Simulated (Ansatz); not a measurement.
`[SiH3][GeH2][SiH3]` + H–F → `[F][GeH2][SiH3]` + SiH₄ at 298.15 K and 1 bar (cleavage of the Ge–Si bond).

Gas-phase electronic energies from Ansatz, PBE0-D4/def2-TZVP geometries. CCSD(T)/CBS is the MP2 limit (def2-TZVPP, def2-QZVPP) plus CCSD(T) − MP2 in def2-TZVPP, frozen cores. This one scheme is used for every species. For Ge outer-core shells are correlated without core-valence functions, which leaves a few kJ/mol of doubt a bond. Scalar relativity is left out up to krypton.

```csv
species,CCSD(T)/CBS energy (Eh),H − E (kJ/mol),S (J/(mol·K))
`[SiH3][GeH2][SiH3]`,-2659.07062,193.7,361.2
H–F,-100.39570,33.5,173.6
`[F][GeH2][SiH3]`,-2468.01111,130.1,325.9
SiH₄,-291.46306,92.1,204.8
```

H − E and S are ideal-gas, rigid-rotor, harmonic terms from PBE0-D4/def2-TZVP. 1 Eh = 2625.50 kJ/mol, R = 8.31446 J/(mol·K).

**Question.** By hand: ΔE, ΔH, ΔS and ΔG.

**Answer.** ΔE = (-2468.01111) + (-291.46306) − (-2659.07062) − (-100.39570) = -0.00785 Eh = -20.6 kJ/mol. Δ(H − E) = 130.1 + 92.1 − 193.7 − 33.5 = -5.0, so ΔH = -25.6 kJ/mol. ΔS = 325.9 + 204.8 − 361.2 − 173.6 = -4.1 J/(mol·K). ΔG = -25.6 − 298.15 × (-4.1)/1000 = -24.4 kJ/mol.

**Question.** By hand: the equilibrium constant, and the temperature at which ΔG would vanish if ΔH and ΔS stayed fixed.

**Answer.** log₁₀ K = −ΔG/(RT ln 10) = 4.3. ΔG = 0 at ΔH/ΔS = 6244 K, far beyond where these terms or the molecules hold.

The number of gas molecules stays the same, so ΔS is small and ΔH decides. A doubt of 5 kJ/mol in ΔE shifts log₁₀ K by 0.9 here. These are equilibria of isolated gas molecules and say nothing of rates. Largest T1 diagnostic: 0.012 (customary marks: 0.02 for closed shells, 0.045 for open ones).
